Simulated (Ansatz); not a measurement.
Geometry optimisation, Ansatz 0.2.0, UHF/def2-SVP.

The input (input.yaml):

```yaml
crystal:
  periodic: [false, false, false]
  atoms:
    - { symbol: Hf, position_ang: [0.0, 0.0, 0.0] }
    - { symbol: Cl, position_ang: [0.0, 0.0, 2.77] }
    - { symbol: "N", position_ang: [2.084, 0.0, -0.7359] }
    - { symbol: H, position_ang: [2.5823, -0.918, -0.9166] }
    - { symbol: H, position_ang: [2.5853, 0.918, -0.9082] }
    - { symbol: "N", position_ang: [-1.0409, 1.8034, -0.7359] }
    - { symbol: H, position_ang: [-2.061, 1.7482, -1.0186] }
    - { symbol: H, position_ang: [-0.5204, 2.7241, -0.8065] }
    - { symbol: "N", position_ang: [-1.0409, -1.8034, -0.7359] }
    - { symbol: H, position_ang: [-1.5759, -2.4197, -0.0595] }
    - { symbol: H, position_ang: [-1.0055, -2.0526, -1.7656] }
    - { symbol: H, position_ang: [0.0, 0.0, 4.44] }
magnetization:
  spin_polarized: true
  initial_magnetization: 1
basis:
  gaussian: { orbitals: def2-SVP }
hamiltonian:
  xc: hf
relax:
  f_tol: 0.15
  max_steps: 25
  restrain:
    - { distance: [1, 11], at: 1.37, k: 30.0 }
    - { distance: [0, 1], at: 3.72, k: 30.0 }
output:
  orbitals: {}
```

Command:

```bash
$ ansatz run input.yaml --threads 4 --pin off --max-ram 5120MiB --backend cpu --events-out ev --progress --plain --runs-dir out
```

Task: Where does it end, and by what steps?

Result: It converged. The restraints hold the end off the free minimum; the threshold counts their pulls, which the force column leaves out. Restrained pairs: Cl2–H12 (1.67 → 1.32 Å), Hf1–Cl2 (2.77 → 3.73 Å). After 6 steps the energy has fallen by 1.929 eV (the restraints' own energy left out); Hf1 moved furthest, 0.72 Å.

```csv
step,energy less start (eV),largest force component (eV/Å),accepted
0,0.0000,4.212,yes
1,-0.3995,3.127,yes
2,-1.4334,1.467,yes
3,-1.8292,1.669,yes
4,-1.8861,1.739,yes
5,-1.8838,1.776,no
6,-1.9287,1.650,yes
```

```xyz
12
Properties=species:S:1:pos:R:3
Hf -0.009 -0.004 -0.723
Cl 0.069 0.075 3.003
N 2.064 0.008 -0.738
H 2.668 -0.797 -0.773
H 2.656 0.822 -0.760
N -1.035 1.795 -0.760
H -2.031 1.912 -0.867
H -0.633 2.717 -0.714
N -1.043 -1.809 -0.783
H -1.497 -2.313 -0.038
H -1.171 -2.338 -1.632
H -0.031 -0.069 4.313
```

Run time: 18 s on 4 threads of Arm Neoverse V1, with other jobs on the host, peak memory 0.4 GiB.
